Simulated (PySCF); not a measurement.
# Excitation energy of In²⁺ by level of theory

In²⁺ [Kr] 4d10 5s1 (2S) → In²⁺ [Kr] 4d9 5s1 6s1 (4D), as a difference of total energies. Calculation: PySCF 2.14, in aug-cc-pVTZ-DK3 (8s7p5d2f, 68 functions); the spin-free X2C one-electron Hamiltonian (Gaussian nucleus). The calculations carry no spin-orbit coupling.

| method | excitation energy (cm⁻¹) |
| --- | --- |
| UHF | 244210 |
| LDA | 253690 |
| PBE | 250650 |
| PBE0 | 251330 |
| r2SCAN | 253210 |
| TPSS | 250290 |
| BLYP | 250980 |
| wB97X | 253790 |

A first-order spin-orbit estimate (lowest level to lowest level, LS coupling) adds -0.351 eV.

The upper state lies above the first ionisation limit, but in LS coupling its spin forbids autoionisation to the ground ion; at this Z spin-orbit coupling breaks that rule. A Rydberg-like electron needs more diffuse functions than a valence basis has.

The promoted electron is Rydberg-like, and one or two diffuse shells describe it only roughly, which tends to raise the upper state.
